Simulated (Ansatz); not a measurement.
Frontier orbitals of `[SiH3][O][In]([O][SiH3])[O][SiH3]`.

Cartesian coordinates in Å:
```
Si 0.9819 -2.6619 1.3947
O -0.3387 -1.9209 0.7743
In -0.6734 -0.2077 -0.1021
O -2.4456 0.1943 -0.8013
Si -3.1255 1.4685 -1.5729
O 0.7551 1.1228 -0.2906
Si 2.3095 1.2462 0.2025
H 0.7600 -4.1304 1.3665
H 2.2004 -2.3400 0.5966
H 1.2223 -2.2300 2.7986
H -3.0575 2.7005 -0.7385
H -2.4360 1.7453 -2.8639
H -4.5487 1.1400 -1.8416
H 2.6697 2.6847 0.2957
H 3.2272 0.5748 -0.7583
H 2.4993 0.6139 1.5404
```

Total charge 0; spin multiplicity 1. Correlated methods include outer-core shells of In, which these sets cover unevenly. In takes the def2 core potential. The geometry is a stationary point of PBE0-D4/def2-TZVP. It is one conformer, not always the lowest. Basis def2-TZVPP, the Gaussian-basis code of Ansatz.

```json
{"functional": "PBE", "HOMO (eV)": "-7.18", "LUMO (eV)": "-3.48", "gap (eV)": "3.70"}
{"functional": "revPBE", "HOMO (eV)": "-7.13", "LUMO (eV)": "-3.34", "gap (eV)": "3.79"}
{"functional": "PBE0", "HOMO (eV)": "-8.57", "LUMO (eV)": "-2.54", "gap (eV)": "6.03"}
{"functional": "HSE06 (plane-wave form)", "HOMO (eV)": "-8.17", "LUMO (eV)": "-2.91", "gap (eV)": "5.26"}
{"functional": "BHLYP", "HOMO (eV)": "-9.92", "LUMO (eV)": "-1.63", "gap (eV)": "8.29"}
{"functional": "ωB97M-V", "HOMO (eV)": "-10.85", "LUMO (eV)": "-0.67", "gap (eV)": "10.18"}
```

A quarter of exact exchange (PBE0) shifts PBE's HOMO by −1.39 eV and its LUMO by +0.94 eV; full exchange at long range (ωB97M-V) shifts them by −3.68 and +2.82 eV. The gap opens from 3.70 to 10.19 eV, since occupied levels lose self-interaction and empty ones feel all the electrons.
